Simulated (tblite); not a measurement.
Compound: C4HF2N2 (doublet state).
SMILES: `Fc1[c]cc(F)nn1`

Calculated harmonic vibrations of the isolated species, GFN2-xTB (tblite), most abundant isotopes, no scaling. Against measured fundamentals such values can be off by several per cent, at times by over 20. Open shells enter through the occupations alone, without spin polarisation, and single modes of such species can be off by tens of per cent.

Harmonic wavenumbers (cm⁻¹): 119.8, 330.4, 342.2, 426.4, 444.7, 455.2, 521.0, 620.2, 673.4, 760.9, 842.3, 895.2, 1011.1, 1134.5, 1237.5, 1327.7, 1367.1, 1399.6, 1439.6, 1585.1, 3095.8.

A = 6592, B = 1525, C = 1239 MHz; mass 115.011 u (most abundant isotopes); point group Cs, symmetry number 1; spin multiplicity 2.

Q: What is the zero-point energy?

A: ½Σν̃ = 10015 cm⁻¹ = 119.80 kJ/mol.

Q: What is S at 273.15 K and 1 bar for an ideal gas of classical rigid rotors and harmonic oscillators?

A: Translation 166.21, rotation 114.59, vibration 37.34, spin (R ln 2) 5.76: S = 323.9 J/(mol K).

Q: And Cp and H(273.15 K) − H(0)?

A: Cp = 91.80 J/(mol K), of which vibrations give 58.54 (their classical limit is 21 R = 174.6); H(273.15 K) − H(0) = 15.59 kJ/mol without the zero-point energy, 6.51 from vibrations.

Q: How do the functions run with temperature in this model?

A: 
| T (K) | S (J/(mol K)) | Cp (J/(mol K)) | H − H(0) (kJ/mol) | G − H(0) (kJ/mol) | ln q(vib) |
| --- | --- | --- | --- | --- | --- |
| 50 | 231.3 | 36.7 | 1.71 | -9.86 | 0.03 |
| 100 | 259.0 | 45.1 | 3.73 | -22.17 | 0.22 |
| 298.15 | 332.2 | 97.9 | 17.96 | -81.09 | 1.89 |
| 373.15 | 356.0 | 114.7 | 25.95 | -106.91 | 2.74 |
| 500 | 392.9 | 137.3 | 42.01 | -154.45 | 4.27 |
| 750 | 454.4 | 164.7 | 80.13 | -260.65 | 7.29 |
| 1000 | 504.0 | 179.3 | 123.30 | -380.65 | 10.13 |

q(vib) and H(0) count from the zero-point level.

Q: What must be added to the electronic energy to get the Gibbs energy at 273.15 K and 1 bar?

A: ZPE + [H(273.15 K) − H(0)] − T·S = 119.80 + 15.59 − 88.47 = 46.92 kJ/mol.

Q: Which modes carry the vibrational entropy at 273.15 K?

A: 119.8 cm⁻¹: 12.28; 330.4 cm⁻¹: 4.68; 342.2 cm⁻¹: 4.46; 426.4 cm⁻¹: 3.14; 444.7 cm⁻¹: 2.91; 455.2 cm⁻¹: 2.79 J/(mol K); the other 15 give 7.08 together.

Q: Blend soft modes into free rotors: weight 1/[1 + (100 cm⁻¹/ν̃)⁴] for the oscillator and the rest for a rotor with moment μB/(μ + B), μ = h/(8π²ν), B = 10⁻⁴⁴ kg m². What vibrational entropy results?

A: 36.93 J/(mol K) in place of 37.34, which changes −T·S at 273.15 K by +0.11 kJ/mol.

Hindered rotation and anharmonicity are outside this model.
